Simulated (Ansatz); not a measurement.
Cost and result up the ladder for BEt3 (C6H15B) (22 atoms). The state is a singlet with charge 0. Geometry: PBE-D4/def2-SVP.

```xyz
22

B     0.191    0.002    0.136
C     1.463    0.531    0.920
C     0.976    1.498    2.023
C    -0.392    0.858   -1.061
C     0.241    0.315   -2.365
C    -0.427   -1.394    0.545
C    -1.805   -1.792    0.006
H     2.154    1.081    0.243
H     2.046   -0.292    1.389
H     1.821    1.924    2.602
H     0.406    2.351    1.599
H     0.308    0.988    2.749
H    -0.138    1.936   -0.962
H    -1.497    0.783   -1.140
H    -0.101    0.881   -3.256
H     1.349    0.380   -2.342
H    -0.019   -0.751   -2.536
H    -0.388   -1.485    1.656
H     0.347   -2.134    0.218
H    -2.111   -2.809    0.329
H    -2.592   -1.089    0.349
H    -1.829   -1.782   -1.103
```

Ansatz on 4 threads of Arm Neoverse V1 on a shared host. Times are rough, and most runs start from the orbitals of an earlier one. ωB97X-V/def2-TZVP serves as the yardstick here, not as an exact answer. Differences are given only for rows in sets of like size (and for xTB, whose basis is part of the method), since another set adds its own error. Binding counts from free atoms at the same level (B doublet, C triplet, H doublet; other spins of the atoms weren't run), without zero-point energy or a counterpoise term.

Correlated methods freeze 7 core orbitals. The rows differ in basis, and correlated rows in double-zeta sets carry the largest basis error. Another isomer (singlet) lies 0.20 eV lower at PBE0-D4/def2-TZVP; other spin states weren't run for this one.

Correlated methods converge slowly with the basis, most of all in double-zeta sets.

```
                         level  functions  wall time
               PBE-D4/def2-SVP        173      2.3 s
              PBE0-D4/def2-SVP        173      3.1 s
                  HF/def2-TZVP        307      4.1 s
PBE-D4/def2-TZVP (with forces)        307        6 s
                 MP2/def2-TZVP        307      7.5 s
             PBE0-D4/def2-TZVP        307        8 s
        CAM-B3LYP-D4/def2-TZVP        307        8 s
           r2SCAN-D4/def2-TZVP        307        9 s
             ωB97X-V/def2-TZVP        307       17 s
              CCSD(T)/def2-SVP        173       86 s
```

(1) Estimate what each level gives for the binding energy per atom (eV).

## Answers

(1) 
```
                         level  binding energy per atom (eV)  difference from ωB97X-V/def2-TZVP (eV)
               PBE-D4/def2-SVP                          4.19                                       –
              PBE0-D4/def2-SVP                          4.16                                       –
                  HF/def2-TZVP                          3.14                                   -0.96
PBE-D4/def2-TZVP (with forces)                          4.16                                    0.06
                 MP2/def2-TZVP                          3.99                                   -0.11
             PBE0-D4/def2-TZVP                          4.12                                    0.03
        CAM-B3LYP-D4/def2-TZVP                          4.11                                    0.02
           r2SCAN-D4/def2-TZVP                          4.10                                    0.01
             ωB97X-V/def2-TZVP                          4.09                                    0.00
              CCSD(T)/def2-SVP                          3.95                                       –
```
